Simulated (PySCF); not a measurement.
**Relaxation of singlet ZrI₃⁺**

Level of theory: PBE0 in PySCF with Zr def2-SVP with ECP28, I def2-SVP with ECP28; scalar-relativistic core potentials, no spin–orbit coupling; density-fitted integrals. A (50,194) grid was used.

A start displaced from a saddle point along its imaginary mode, of C3v symmetry, held to at least that symmetry:

```xyz
4
charge 1 multiplicity 1, angstrom
Zr    0.0000    0.0000    0.2500
I     2.6265    0.0000   -0.0590
I    -1.3132    2.2746   -0.0590
I    -1.3133   -2.2746   -0.0590
```

(1) What does it relax to?

(2) How much energy is released, and in how many steps?

## Answers

(1) It ends at C3v with Zr–I 2.615 Å (×3); I–Zr–I 109.0° (×3) (after a last refinement on a finer grid). A frequency run shows a minimum. Other isomers or separated fragments may lie lower.

(2) 11.2 kJ/mol in 6 steps.

Stability towards spin polarisation was not tested.
